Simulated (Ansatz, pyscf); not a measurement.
C₂H₃O+ (SMILES C1=[O+]C1) → H₃C–C⁺=O (SMILES C[C+]=O), a rearrangement on the singlet surface: C–O, C–H broken, C–H formed. PySCF, gas phase, ωB97X-D3(BJ)/def2-SVP geometries. Wave-function energies: Ansatz (a program for electronic structure), frozen core, RHF or UHF references. In kcal/mol, from the reactant's lowest minimum found.

```
level                   barrier  reaction energy
----------------------  -------  ---------------
PBE0-D3(BJ)/def2-TZVP     32.88           -54.61
ωB97X-D3(BJ)/def2-TZVP    31.27           -54.43
CCSD(T)/cc-pV(D+d)Z       29.45           -58.96
CCSDT(Q)/cc-pV(D+d)Z      29.35           -58.89
CCSD(T)/cc-pV(T+d)Z       31.71           -56.02
CCSD(T)/cc-pV(Q+d)Z       31.71           -56.10
```

In cc-pV(D+d)Z, going from CCSD(T) to CCSDT(Q) shifts the barrier by -0.10 and the reaction energy by +0.07 kcal/mol. With HF in the quadruple-zeta basis and the correlation energy extrapolated as X⁻³ from X = 3, 4, CCSD(T) gives 31.79 and -56.00; adding the double-zeta shift gives ΔE‡ = 31.69 and ΔE = -55.93 kcal/mol, without core correlation, relativity or geometry relaxation at these levels. One saddle was located; it need not be the lowest between these sides. The CCSD(T) − MP2 part came from Ansatz, without density fitting, on the same reference.
